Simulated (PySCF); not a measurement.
Run record: geometry optimisation, NbS(NH2)3, `[NH2][Nb]([NH2])([NH2])=[S]`.

Computed with PBE0-D3(BJ)/def2-SVP geometry optimisation, gas phase, def2 core potentials past Kr (PySCF 2.14.0). Start geometry: GFN2-xTB. The input is one job of a driver script: a line of settings, then coordinates in Å.

Input:
```
{"job": {"xc": "PBE0", "basis": "def2-SVP", "d3": "d3bj", "grid": 1, "maxiter": 30, "shake": 0.03, "kind": "geom"}, "charge": 0, "multiplicity": 1}
Nb     0.062730    -0.076250     0.296390
S      0.026580     0.016700     2.499060
N      1.837630    -0.025150    -0.271600
H      2.357030    -0.030970    -1.211730
H      2.691830    -0.027530     0.353810
N     -0.950210     1.672850    -0.220220
H     -1.280990     2.350000     0.433500
H     -1.091540     1.995550    -1.176610
N     -0.978270    -1.633590    -0.111920
H     -1.186640    -1.998840    -1.079300
H     -1.390090    -2.328270     0.519520
```

Question: What does the run print?

Answer: 
```
step   0  E = -622.58362061  max force = 0.113468
step   1  E = -622.60568383  max force = 0.025600
step   2  E = -622.60832911  max force = 0.008403
step   3  E = -622.60924703  max force = 0.005487
step   4  E = -622.60949108  max force = 0.003830
step   5  E = -622.60955067  max force = 0.000725
step   6  E = -622.60956426  max force = 0.000498
step   7  E = -622.60957111  max force = 0.000379
optimisation converged
```

Energies in Eh; «max force» is the largest Cartesian gradient component in Eh/bohr.

Question: Give the first gradient maximum in eV/Å.

Answer: With 1 Eh/bohr = 51.422 eV/Å, 5.835 eV/Å.

In short: final energy -622.60957 Eh after 7 steps; dipole 4.50 D.

Question: Where do the atoms end?

Answer: 0.131 Å rms from the input after alignment:
```
atom  x, y, z in Å
Nb1    0.0158    0.0006    0.4554
S2     0.0614    0.0427    2.6053
N3     1.8569   -0.0357   -0.2431
H4     2.1066   -0.0807   -1.2285
H5     2.7014   -0.0222    0.3224
N6    -0.9041    1.6082   -0.2161
H7    -1.3051    2.3386    0.3663
H8    -1.0340    1.8452   -1.1970
N9    -0.9427   -1.6081   -0.1569
H10   -1.1082   -1.8607   -1.1285
H11   -1.3499   -2.3134    0.4517
```

On Intel Xeon Platinum 8488C, one thread, shared host with 96 logical CPUs at a one-minute load of 15, this took 54 s wall and 0.49 GiB of memory at its peak.
Labels such as C1 count atoms from 1, the log's own numbers from 0.
